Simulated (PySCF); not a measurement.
CH9ClOSi3, SMILES C[SiH2]O[Si@H]([SiH3])Cl.

Geometry: PBE-D3(BJ)/def2-SVP. The structure was generated by enumeration; whether it is a known compound was not checked. Other conformers were not sampled.

Calculation: SMD-ωB97X/6-31G* (PySCF).

Solvation free energies are E(SMD) − E(gas) at the gas-phase geometry, for 1 M in both phases. In vacuum the dipole moment is 2.35 D.

Task: Rank water, N,N-dimethylformamide, chlorobenzene by solvation free energy, most negative first.

Result: chlorobenzene (-3.1 kcal/mol), N,N-dimethylformamide (-2.5 kcal/mol), water (1.9 kcal/mol)
